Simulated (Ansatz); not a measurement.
The same path of ClF5W + ClH (9 atoms, charge 0, multiplicity 1) was run twice with different band settings. Lost on the way: W1–F2, Cl8–H9. Made: W1–Cl8, F2–H9.

Computed with RKS PBE-D4/def2-SVP (Ansatz 0.2.0).

Relaxed end points:

```xyz
9
Properties=species:S:1:pos:R:3
W -0.151 -0.150 -0.255
F 0.042 0.060 1.607
F 1.704 -0.154 -0.398
F -0.183 1.704 -0.412
F -1.999 -0.155 -0.003
F -0.129 -1.995 0.010
Cl -0.393 -0.412 -2.513
Cl 2.310 2.366 2.131
H 1.441 1.487 2.531
```

```xyz
9
Properties=species:S:1:pos:R:3
W 0.341 0.342 -0.477
F -0.245 -0.226 3.082
F 1.945 0.114 -1.406
F 0.095 1.942 -1.409
F -1.246 0.650 0.445
F 0.660 -1.241 0.446
Cl -0.797 -0.811 -2.104
Cl 1.507 1.523 1.169
H 0.382 0.458 2.952
```

Common settings: spring 5.0 eV/Å²; optimiser quadratic models (default); start path through a guess of the saddle point; force threshold 0.05 eV/Å; iteration limit 60; end points relaxed.

| run | movable images | climbing image |
| --- | --- | --- |
| 1 | 9 | yes |
| 2 | 4 | no |

**Question.** What does each run give, and how far can it be trusted?

**Answer.** Run 1: converged after 33 iterations, highest image 0.820 eV above the first end. The profile has 2 maxima (images 4, 6) with wells between them (image 5): this band takes more than one step, which may be the mechanism or a detour left from its start path. A vibrational analysis at the climbing image gives one clearly imaginary mode, 265i cm⁻¹: a first-order saddle point.
Run 2: converged after 28 iterations, highest image 0.774 eV above the first end. No image climbed, so the highest image needn't sit at the top of the path.
The orbitals stay closed-shell, which can raise the energy where a bond breaks towards radicals; this wasn't checked here.
